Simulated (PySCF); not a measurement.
C7H11O: g tensor and hyperfine couplings

Compound: C7H11O (doublet state).
Cartesian coordinates in Å at the GFN2-xTB level; atoms count from 1:
```xyz
19
C7H11O angstrom
C     -2.4169    0.4272   -1.2311
C     -1.3734    0.0877   -0.4182
C     -1.1388   -1.1411    0.1725
C      0.1033   -1.1456    0.9807
C      0.8434    0.1376    0.5509
C      1.8736   -0.1742   -0.5367
O      1.4702    0.6941    1.6903
C     -0.2776    1.0427   -0.0117
H     -3.1767   -0.2898   -1.4840
H     -2.5111    1.4166   -1.6395
H     -1.7802   -1.9992    0.0831
H     -0.1171   -1.0746    2.0520
H      0.7080   -2.0428    0.8351
H      2.6412   -0.8383   -0.1444
H      1.3847   -0.6548   -1.3800
H      2.3522    0.7407   -0.8848
H      1.9847    1.4611    1.4165
H     -0.6428    1.6990    0.7827
H      0.0635    1.6629   -0.8410
```

The hyperfine couplings belong to this conformer and change with its torsions.

As a line formula: `C=C1[CH]C[C@](C)(O)C1` [radical].

Computed with UKS B3LYP, pcH-1 on C H O, non-relativistic, mean-field spin-orbit, GIAO (PySCF 2.14.0). Isolated species at its GFN2-xTB geometry (one conformer only). The geometry wasn't refined by DFT: couplings that depend on bond lengths, twists or pyramidal angles can differ widely from those at the functional's own minimum. The SCF solution wasn't tested for stability. ⟨S²⟩ is 0.776 where a pure state has 0.75.

* g1, g2, g3: 2.00220, 2.00275, 2.00294
* g_iso: 2.00263
* Form of g: rhombic: the two nearest values differ by 25 % of g3 − g1
* ⟨S²⟩: 0.7759 (exact 0.7500)

Hyperfine couplings atom by atom, in 10⁻⁴ cm⁻¹; T1 to T3 are the principal values of the dipolar part (1 × 10⁻⁴ cm⁻¹ = 2.998 MHz):

```
atom  isotope  a_iso     T1     T2    T3  Mulliken spin population
  C1      13C   17.5  -16.7  -16.2  32.9                      0.67
  C2      13C  -16.0   -9.5    3.7   5.8                     -0.26
  C3      13C   18.8  -17.5  -17.1  34.6                      0.66
  C4      13C   -7.6   -0.6    0.2   0.4                     -0.06
  C5      13C    0.7   -0.3   -0.2   0.5                      0.00
  C6      13C   -0.2   -0.2    0.0   0.2                      0.00
  O7      17O    0.2   -0.1    0.0   0.1                      0.00
  C8      13C    1.5   -0.4    0.0   0.4                      0.01
  H9       1H  -12.9   -7.1   -0.5   7.5                     -0.03
 H10       1H  -13.6   -8.2    0.0   8.2                     -0.03
 H11       1H  -13.5   -7.5   -0.5   8.0                     -0.03
 H12       1H   34.4   -1.3   -0.7   2.0                      0.04
 H13       1H   17.7   -1.0   -0.9   2.0                      0.02
 H14       1H    0.5   -0.3   -0.2   0.6                      0.00
 H15       1H    0.0   -0.7   -0.5   1.2                      0.00
 H16       1H   -0.1   -0.3   -0.2   0.5                      0.00
 H17       1H   -0.1   -0.2   -0.2   0.4                      0.00
 H18       1H   -6.6   -0.8   -0.1   0.9                     -0.01
 H19       1H   -3.1   -0.7   -0.3   1.0                      0.00
```

Largest spin populations (Mulliken): C1 (+0.67), C3 (+0.66) and C2 (-0.26). The positive populations add up to 1.41 and the negative ones to -0.41, together 2S = 1. The angles at C1 add up to 360.0°, so it is planar; its axial dipolar tensor and the negative couplings of its protons fit spin in a p orbital normal to that plane.

Axes: g2 points within 2° of the C3–C4 bond.

Under fast tumbling the dipolar parts average out, and these isotropic splittings remain (the largest six): 1 × 1H (H12, I = 1/2, 2 lines) with 3.68 mT, 1 × 1H (H13, I = 1/2, 2 lines) with 1.89 mT, 1 × 1H (H10, I = 1/2, 2 lines) with 1.45 mT, 1 × 1H (H11, I = 1/2, 2 lines) with 1.44 mT, 1 × 1H (H9, I = 1/2, 2 lines) with 1.38 mT and 1 × 1H (H18, I = 1/2, 2 lines) with 0.71 mT.

The 13C coupling of C3 (56.3 MHz) shows only in satellite lines or after enrichment, since that isotope makes up about 1.07 % of natural carbon.
